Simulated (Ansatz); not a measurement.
System: GeNH3F, charge 0, doublet. GeNH3F (SMILES [NH2][GeH][F], doublet).
B3LYP-D3(BJ)/def2-TZVP minimum from Ansatz (a first-principles code):
```
N
H 1 1.0126
H 1 1.0130 2 109.67
Ge 1 1.8516 2 116.45 3 132.76
F 4 1.7644 1 101.33 2 -174.61
H 4 1.5724 5 105.78 1 111.69
```
Charge 0, spin multiplicity 2.

Property: atomisation energy (electronic, to ground-state atoms), in kcal/mol. Radicals and triplets start from unrestricted determinants; spin-orbit coupling is neglected. Correlated methods leave the cores frozen (noble-gas shells, and filled d and f shells in the p block). No relativity. CBS(X,Y): correlation extrapolated as X^-3, Hartree-Fock from the larger set. A bracket is a step between two methods taken in the basis named. For partners of very few electrons the exact lower level stands in for a higher one.

CCSD(T)/CBS(cc-pVTZ,cc-pVQZ) + [CCSDT(Q) - CCSD(T)]/cc-pVDZ (Ansatz) gives 437.7 kcal/mol.

Q: What does PBE/def2-TZVPD (Ansatz) give here, and how do the other levels compare?

A: PBE gives 444.7 kcal/mol, 7.0 kcal/mol above it. Differences of the others: r2SCAN/def2-TZVPD (Ansatz) -1.3; wB97M-V/def2-TZVPD (Ansatz) -3.0; CCSD(T)/CBS(cc-pVTZ,cc-pVQZ) (Ansatz) -0.9 kcal/mol.
